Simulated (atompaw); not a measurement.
## Before and after: PAW (atompaw) potential for B (Z = 5)

atompaw 4.2.0.5 input, output lines left out:

```
B 5
LDA-PW scalarrelativistic loggrid 1500 logderivrange -4 5 226
2 2 0 0 0 0
2 0 1
2 1 0
0 0 0
c
v
v
2
2.05 1.65 1.60 1.10
y
-0.9
n
y
1.85
n
y
-0.05
y
0.65
n
custom rrkj gramschmidtortho gaussian
3 0 ultrasoft
2.05
2.05
2.05
2.05
2.05
2.05
```

Change: reference 2s2 2p1; removed wave 3d channel at 0.65 Ry: rc 2.05 bohr.

Cutoffs: the cutoffs (Ry, on a coarse ladder) from which the occupation-weighted sum of valence levels, in a spherical-Bessel basis at the reference potential, stays within 10 and 1 mRy of its value at 400 Ry; they do not see the model core or the augmentation charge, which bear on the density cutoff.

**Question.** What does the change do?

**Answer.** The potential gets harder (8 Ry and 10 Ry → 10 Ry and 15 Ry); the range in which the s phases agree widens (upper end 2.0 → 3.6); the range in which the p phases agree widens (upper end 2.6 → 4.1); neither file shows a bound ghost.

| quantity | base | changed |
| --- | --- | --- |
| cutoff, loose | 8 Ry | 10 Ry |
| cutoff, tight | 10 Ry | 15 Ry |
| bound ghosts | none | none |
| s: phases at 2.05 bohr within 0.05 rad from the reference energy up to (Ry; the scan ends near 5) | 2.0 | 3.6 |
| p: phases at 2.05 bohr within 0.05 rad from the reference energy up to (Ry; the scan ends near 5) | 2.6 | 4.1 |
| d: phases at 2.05 bohr within 0.05 rad from the reference energy up to (Ry; the scan ends near 5) | to the end of the scan | 1.6 |
| lowest overlap eigenvalue by channel | s 0.53, p 0.86, d 0.75 | s 0.61, p 0.62, d 0.11 |

Base: The cutoffs count occupied waves only; the empty 2p level needs 15 Ry at the loose tolerance. The cutoffs see the waves, projectors and local potential, not the compensation charge or the core.
